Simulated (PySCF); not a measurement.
## BiSe⁺: one state, many levels of theory

State: ¹Σ⁺ (singlet), closed shell. Set-up: basis Bi cc-pVDZ-PP with ECP60, Se cc-pVDZ-PP with ECP10; scalar-relativistic core potentials; PySCF 2.14. De refers to Bi⁺ + Se in their high-spin ground configurations, without counterpoise correction. A positive dipole points towards Se; it is taken about the centre of mass and depends on that origin.

```json
{"Level": "RHF", "Re (Å)": "2.315", "ωe (cm⁻¹)": "369", "De (eV)": "n/a", "μ (D)": "-2.43", "CPU s a point (SCF and correlation, without the integrals)": "0.037"}
{"Level": "RHF-MP2", "Re (Å)": "2.413", "ωe (cm⁻¹)": "288", "De (eV)": "n/a", "μ (D)": "n/a", "CPU s a point (SCF and correlation, without the integrals)": "0.058"}
{"Level": "RHF-SCS-MP2", "Re (Å)": "2.407", "ωe (cm⁻¹)": "293", "De (eV)": "n/a", "μ (D)": "n/a", "CPU s a point (SCF and correlation, without the integrals)": "n/a"}
{"Level": "RHF-CCSD", "Re (Å)": "2.377", "ωe (cm⁻¹)": "322", "De (eV)": "n/a", "μ (D)": "n/a", "CPU s a point (SCF and correlation, without the integrals)": "n/a"}
{"Level": "RHF-CCSD(T)", "Re (Å)": "2.407", "ωe (cm⁻¹)": "294", "De (eV)": "n/a", "μ (D)": "n/a", "CPU s a point (SCF and correlation, without the integrals)": "0.77"}
{"Level": "PBE", "Re (Å)": "2.391", "ωe (cm⁻¹)": "309", "De (eV)": "n/a", "μ (D)": "-1.33", "CPU s a point (SCF and correlation, without the integrals)": "0.65"}
{"Level": "PW91", "Re (Å)": "2.390", "ωe (cm⁻¹)": "310", "De (eV)": "n/a", "μ (D)": "-1.30", "CPU s a point (SCF and correlation, without the integrals)": "0.34"}
{"Level": "TPSS", "Re (Å)": "2.381", "ωe (cm⁻¹)": "314", "De (eV)": "n/a", "μ (D)": "-1.48", "CPU s a point (SCF and correlation, without the integrals)": "0.59"}
{"Level": "r²SCAN", "Re (Å)": "2.366", "ωe (cm⁻¹)": "324", "De (eV)": "n/a", "μ (D)": "-1.57", "CPU s a point (SCF and correlation, without the integrals)": "0.62"}
{"Level": "PBE0", "Re (Å)": "2.352", "ωe (cm⁻¹)": "334", "De (eV)": "n/a", "μ (D)": "-1.63", "CPU s a point (SCF and correlation, without the integrals)": "0.74"}
{"Level": "HSE06", "Re (Å)": "2.358", "ωe (cm⁻¹)": "331", "De (eV)": "n/a", "μ (D)": "-1.58", "CPU s a point (SCF and correlation, without the integrals)": "0.99"}
{"Level": "B2PLYP", "Re (Å)": "2.403", "ωe (cm⁻¹)": "293", "De (eV)": "n/a", "μ (D)": "-2.01", "CPU s a point (SCF and correlation, without the integrals)": "0.37"}
```

Problem. What does the step from GGA to meta-GGA do here, going from PBE to r²SCAN?

Solution. r²SCAN less PBE: -2.5 pm in Re, +4.9 % in ωe. 

Problem. What does the triples do here, going from RHF-CCSD to RHF-CCSD(T)?

Solution. RHF-CCSD(T) less RHF-CCSD: +3.0 pm in Re, -8.7 % in ωe. Correlation nearly always deepens the well. The bond lengthens, as in strong covalent bonds, where excitations into antibonding orbitals dominate.

Correlated steps freeze 8 core orbitals. Spin–orbit coupling is left out, which matters for elements this heavy, above all for dissociation energies. B2PLYP dipoles, levels and charges come from its SCF part alone. The CCSD T1 diagnostic is raised, a sign that a single reference may not be enough here.

The whole job (state search and all levels along the bond) took about 1.6 min on 1 thread of Intel Xeon 6975P-C (shared host), peak memory 0.54 GiB.
